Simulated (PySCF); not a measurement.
Compound: C₅H₆ClF₃O.
SMILES: `CC[C@H](F)C(F)(F)C(=O)Cl`

Torsions of this conformer, `[CH3:1][CH2:2][C@H:3]([F:4])[C:5]([F:6])([F:7])[C:8](=[O:9])[Cl:10]`: C1–C2–C3–F4 -63°, C2–C3–C5–F6 -64°, C3–C5–C8–O9 46°.

The closed-shell ground state was solved at several levels (PySCF, density fitting, gas phase, non-relativistic). Isolated species at its PBE0-D3(BJ)/def2-SVP geometry (one conformer only).

```csv
level,basis functions,total energy (Eh),HOMO (eV),LUMO (eV),gap (eV),dipole (D)
PBE0/pcSseg-1,207,-1028.2835,-9.06,-1.96,7.10,2.38
B3LYP/def2-SVPD,267,-1028.5794,-8.88,-2.37,6.51,2.34
```

Question: Estimate the row for B3LYP/pcSseg-1, a basis of 207 functions; the other rows only guide the guess.

Answer: Total energy -1029.0470 Eh, HOMO -8.79 eV, LUMO -2.18 eV, gap 6.61 eV, dipole 2.32 D.

Question: Over all these levels, which gives the widest orbital gap and which the narrowest?

Answer: PBE0/pcSseg-1 (global hybrid, 25 % exact exchange) has the widest, 7.10 eV, and B3LYP/def2-SVPD (global hybrid, 20 % exact exchange) the narrowest, 6.51 eV. Functional and basis both differ between the two, so the spread mixes both effects.

Question: How far do the dipole and the HOMO energy spread over the levels?

Answer: The dipole runs from 2.32 to 2.38 D (mean 2.35 D) and the HOMO from -9.06 to -8.79 eV.
